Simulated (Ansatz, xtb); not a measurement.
Bond stretch in GaH, singlet. Each curve is given relative to its own lowest point near equilibrium.

```
R / Å     A      B     C
-----  ----  -----  ----
1.25   42.7   61.2  39.5
1.33   25.3   37.4  22.8
1.43   11.4   19.5   9.8
1.52    4.0   10.0   3.4
1.59    1.0    5.4   0.9
1.62    0.4    3.9   0.4
1.68    0.0    1.8   0.0
1.74    0.4    0.5   0.5
1.80    1.5    0.0   1.6
1.82    2.0    0.0   2.1
1.93    5.5    0.9   5.6
2.06   10.9    3.5  11.0
2.30   22.4   11.1  22.4
2.54   38.2   20.6  32.5
2.73   46.5   28.5  37.6
2.98   53.2   38.5  41.8
3.40   58.6   53.9  45.3
3.70   60.2   63.9  46.4
4.12   61.3   77.4  47.2
4.55   61.7   90.9  47.5
4.94   61.9  102.7  47.6
5.93   62.0      —  47.7
6.71   62.0      —  47.7
```

Energies in kcal/mol.

Assign the columns to these levels of theory: GFN1-xTB run with xtb; UHF/def2-TZVP in Ansatz (an electronic-structure program); MP2 on UHF/def2-TZVP, cores with 3d frozen in Ansatz.

A is UMP2; B is GFN1-xTB; C is UHF.

A dash means that the run gave no value there, or that the column was ended at a point which the program doubted or which failed a test of continuity chosen for this set; such a test can also cut sound points.

The unrestricted determinant behind UMP2, UHF is spin-contaminated at 1.25 to 1.52, 2.54 to 6.71 Å (<S²> up to 1.0, against 0.00 for a pure singlet).
